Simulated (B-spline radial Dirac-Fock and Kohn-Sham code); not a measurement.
**Two-hole binding energies of Nd¹²⁺**

System: Nd¹²⁺ in the configuration [Kr] 4d10 5s2.

Model: multi-electron Dirac-Fock with separately optimised hole states, Breit and Lamb-shift corrections added in first order. Program: a radial atomic solver. U is the two-hole binding energy less the two single-hole energies, the effective repulsion of the holes after relaxation. Each two-hole energy is an average over J within one jj subconfiguration.

| holes | E(a) (eV) | E(b) (eV) | E(ab) (eV) | U (eV) |
| --- | --- | --- | --- | --- |
| 1s⁻¹ 3p3/2⁻¹ | 43808.4 | 1544.0 | 45448.7 | 96.3 |
| 2s⁻² | 7374.3 | 7374.3 | 14931.4 | 182.8 |
| 2s⁻¹ 2p1/2⁻¹ | 7374.3 | 6964.1 | 14511.6 | 173.2 |
| 2p1/2⁻² | 6964.1 | 6964.1 | 14154.6 | 226.4 |
| 2s⁻¹ 2p3/2⁻¹ | 7374.3 | 6450.5 | 13991.6 | 166.8 |
| 2p3/2⁻² | 6450.5 | 6450.5 | 13099.6 | 198.6 |
| 2s⁻¹ 3p1/2⁻¹ | 7374.3 | 1648.5 | 9109.9 | 87.1 |
| 2s⁻¹ 3p3/2⁻¹ | 7374.3 | 1544.0 | 9001.9 | 83.6 |
| 2p1/2⁻¹ 3s⁻¹ | 6964.1 | 1823.4 | 8872.0 | 84.6 |
| 2p1/2⁻¹ 3p3/2⁻¹ | 6964.1 | 1544.0 | ? | ? |
| 2p3/2⁻¹ 3p1/2⁻¹ | 6450.5 | 1648.5 | 8188.2 | 89.2 |
| 2p3/2⁻¹ 3d3/2⁻¹ | 6450.5 | 1243.8 | 7787.1 | 92.8 |
| 2p3/2⁻¹ 3d5/2⁻¹ | 6450.5 | 1221.9 | 7761.4 | 89.0 |
| 3d5/2⁻² | 1221.9 | 1221.9 | 2516.9 | 73.1 |

Question: Give the missing two-hole energy and U.

Answer: E(ab) = 8594.6 eV and U = 86.6 eV.

Values without a named source are computed, but for edge energies of neutral atoms, which are taken from tables.
